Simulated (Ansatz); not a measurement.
Ansatz (a program for electronic structure) input (LC-wPBE/def2-TZVPD):

Ansatz 0.2 input:
```yaml
crystal:
  periodic: [false, false, false]
  atoms:
    - {symbol: C, position_ang: [-2.03777160, -0.16937816, 0.02863602]}
    - {symbol: C, position_ang: [-0.80155869, 0.24959402, -0.78959506]}
    - {symbol: C, position_ang: [0.41194753, -0.59836031, -0.56218718]}
    - {symbol: C, position_ang: [1.40738607, -0.23961307, 0.32359163]}
    - {symbol: O, position_ang: [1.50773531, 0.79975492, 1.04096261]}
    - {symbol: H, position_ang: [-2.32798233, -1.19876945, -0.20612753]}
    - {symbol: H, position_ang: [-2.90571636, 0.47960169, -0.16174131]}
    - {symbol: H, position_ang: [-1.80316366, -0.12924215, 1.09445665]}
    - {symbol: H, position_ang: [-0.54746423, 1.27900230, -0.51459585]}
    - {symbol: H, position_ang: [-1.08846548, 0.26583824, -1.85317233]}
    - {symbol: H, position_ang: [0.49335769, -1.55348122, -1.07510310]}
    - {symbol: H, position_ang: [2.23753221, -0.99444365, 0.38591000]}
basis:
  gaussian:
    orbitals: def2-TZVPD
hamiltonian:
  xc: {name: LC-wPBE}
total_charge: -1
output: {forces: true}
```

End of the output:

```
reference -6307.70167462 eV, -231.8037610287 hartree; 20, 20 occupied and 231, 231 virtual orbitals, 1237 factors
Total energy: -6307.70167462 eV, -231.8037610287 hartree
Atom 0 at    -2.037772    -0.169378     0.028636 Å, force     0.148254     0.060280    -0.136987 eV/Å
Atom 1 at    -0.801559     0.249594    -0.789595 Å, force    -0.227105    -0.027947     0.107647 eV/Å
Atom 2 at     0.411948    -0.598360    -0.562187 Å, force     0.159330     0.158544     0.279784 eV/Å
Atom 3 at     1.407386    -0.239613     0.323592 Å, force    -0.171558    -0.098899    -0.225428 eV/Å
Atom 4 at     1.507735     0.799755     1.040963 Å, force    -0.016696    -0.151656    -0.093296 eV/Å
Atom 5 at    -2.327982    -1.198769    -0.206128 Å, force     0.017995     0.032691    -0.001631 eV/Å
Atom 6 at    -2.905716     0.479602    -0.161741 Å, force     0.091530    -0.049612     0.011501 eV/Å
Atom 7 at    -1.803164    -0.129242     1.094457 Å, force     0.009033     0.005814    -0.021634 eV/Å
Atom 8 at    -0.547464     1.279002    -0.514596 Å, force     0.007583    -0.031483    -0.013707 eV/Å
Atom 9 at    -1.088465     0.265838    -1.853172 Å, force     0.050887    -0.004585     0.067770 eV/Å
Atom 10 at     0.493358    -1.553481    -1.075103 Å, force     0.033468    -0.016771     0.007342 eV/Å
Atom 11 at     2.237532    -0.994444     0.385910 Å, force    -0.102721     0.123625     0.018638 eV/Å
Dipole moment:    -0.854817    -0.286485    -0.410170 e Å
```

It need not be the lowest isomer of its formula. Whether it binds its extra electron was not tested at this geometry.
